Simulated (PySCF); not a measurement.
Finite-field polarisability of Cu (copper, neutral)

[Ar] 3d10 4s1, 2S determinant. All numbers are calculated (PySCF 2.14, scalar relativity by spin-free X2C-1e, in ANO-RCC-VTZP (6s5p3d2f1g, 59 functions)). Frozen: [Ar]. Energy changes in a uniform field (μhartree):

| axis | F (au) | HF | MP2 | CCSD | CCSD(T) |
| --- | --- | --- | --- | --- | --- |
| x | 0.0019 | -104.247 | -69.751 | -80.025 | -77.052 |
| x | 0.0038 | -416.330 | -279.229 | -319.908 | -308.058 |

Derive α along x at CCSD(T) from the two fields.

With ΔE = −αF²/2 − γF⁴/24, α = −(16 ΔE(F) − ΔE(2F))/(6F²) = 42.69 bohr³.

And the mean polarisability at each level?

HF 57.79, MP2 38.63, CCSD 44.34, CCSD(T) 42.69 bohr³. Reference: 46.5 ± 0.5 bohr³ (recommended; Schwerdtfeger and Nagle, table of static dipole polarizabilities (2023 update)).

CCSD(T) lies more than 5 % below the reference, which points to too few diffuse and polarisation functions.

The basis has no added diffuse functions, which lowers α.
